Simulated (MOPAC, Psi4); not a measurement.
Two rigid molecules brought together: H2O ··· CS2 (SMILES O and S=C=S). Monomers: optimised at B3LYP-D3(BJ) (def2-TZVP), held rigid. Orientation: a higher rigid-body minimum at GFN2-xTB. The monomers approach along the line of their centres of mass (distance R); nothing else relaxes.

Geometry at R = 3.42 Å (first 3 atoms: monomer A):
```
6

O     -0.0008     0.3896     0.0000
H      0.7654    -0.1932     0.0000
H     -0.7646    -0.1964     0.0000
S     -0.4883     0.7583    -3.9136
C     -0.2744    -0.6398    -3.2728
S     -0.0606    -2.0378    -2.6321
```

- AM1, restricted, heats of formation (MOPAC)
- B3LYP/def2-TZVP, counterpoise-corrected (Psi4)
- PBE-D3(BJ)/def2-TZVP, counterpoise-corrected (Psi4)
- SAPT0/jun-cc-pVDZ, frozen core (Psi4)

Interaction energies in kcal/mol:

```csv
R / Å,AM1,B3LYP/def2-TZVP,PBE-D3(BJ)/def2-TZVP
2.82,3.04,4.66,2.19
3.05,1.68,2.06,0.05
3.23,1.08,1.04,-0.70
3.42,0.67,0.48,-1.00
3.61,0.40,0.22,-1.05
3.85,0.18,0.09,-0.93
4.11,0.06,0.05,-0.74
4.40,0.00,0.04,-0.54
4.94,-0.03,0.03,-0.27
5.58,-0.03,0.01,-0.11
6.66,-0.01,0.00,-0.03
7.94,-0.01,0.00,-0.01
```

Q: Predict the corresponding SAPT0/jun-cc-pVDZ column.

A: 2.82: 3.30; 3.05: 0.98; 3.23: 0.13; 3.42: -0.28; 3.61: -0.43; 3.85: -0.44; 4.11: -0.38; 4.40: -0.30; 4.94: -0.16; 5.58: -0.08; 6.66: -0.02; 7.94: -0.01 (kcal/mol).
